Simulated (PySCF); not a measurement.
Potential energy of ZnO⁻ along the bond

Set-up: Zn def2-SVPD, O def2-SVPD; no relativity (PySCF 2.14). Energies in eV from Zn + O⁻ in their ground configurations at the same level. State: ²Σ⁺ (doublet), unpaired electrons σ ↑.

```
R (Å)    TPSS    PBE0
1.529  -1.772  -1.368
1.600  -2.303  -1.900
1.671  -2.580  -2.175
1.725  -2.670  -2.265
1.778  -2.688  -2.284
1.831  -2.652  -2.253
1.903  -2.548  -2.161
1.991  -2.365  -2.004
2.098  -2.112  -1.796
2.240  -1.779  -1.531
```

Task: Put a parabola through the three lowest points of the TPSS curve and estimate Re, k and ωe (reduced mass 12.79 u; 1 eV/Å² = 0.16022 mdyn/Å; ωe = 1302.8·√(k/μ) cm⁻¹).

Result: Through R = 1.725, 1.778, 1.831 Å the second-order coefficient is 9.61 eV/Å², so Re ≈ 1.769 Å, k ≈ 3.08 mdyn/Å and ωe ≈ 639 cm⁻¹. A polynomial fit of higher order to the unrounded TPSS energies gives Re = 1.766 Å, k = 3.18 mdyn/Å, ωe = 650 cm⁻¹; anharmonicity and rounding make the difference.

The higher-order fit for each curve: TPSS: Re = 1.766 Å, ωe = 650 cm⁻¹, De = 2.69 eV; PBE0: Re = 1.769 Å, ωe = 628 cm⁻¹, De = 2.28 eV.

For an ion De counts to the pair picked by the measured ionisation energies or electron affinities, which need not be the lowest pair at this level. The highest Kohn–Sham level is positive in this anion. Much of that is self-interaction error, but it also means that the finite basis helps to hold the extra electron. The state was picked by a PBE0 search and need not be the measured ground state.
